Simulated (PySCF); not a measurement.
A species of formula C4H10Si2 has this rotational fingerprint, computed with PBE0/def2-SVPD in PySCF (dipole) on a GFN2-xTB geometry, gas phase:

- Rotational constants: A = 4524, B = 828.7, C = 718.4 MHz
- Dipole components: |μa| = 0.01 D, |μb| = 0.63 D, |μc| = 0.00 D
- Inertial defect: -18.05 u·Å²
- κ: -0.94

Task: Which candidate fits, each taken in the one conformer that was computed?
A. `[SiH3]CC#CC[SiH3]`
B. `[CH3:1][C:2]#[C:3][CH2:4][SiH2:5][SiH3:6]` with C3–C4–Si5–Si6 -54°

Result: A. It is [SiH3]CC#CC[SiH3], a near-prolate asymmetric top. The candidates at the same level (rigid rotor, commonest isotopes):

```tsv
SMILES	A (MHz)	B (MHz)	C (MHz)	μa (D)	μb (D)	μc (D)	Δ (u·Å²)	point group	rotor
CC#CC[SiH2][SiH3]	3081	1144	895.0	0.53	0.08	0.11	-41.09	C1	asymmetric top
[SiH3]CC#CC[SiH3]	4524	828.7	718.4	0.01	0.63	0.00	-18.05	near C2v	near-prolate asymmetric top
```

`CC#CC[SiH2][SiH3]` has B 38 % too high. No structure here is proved a minimum.
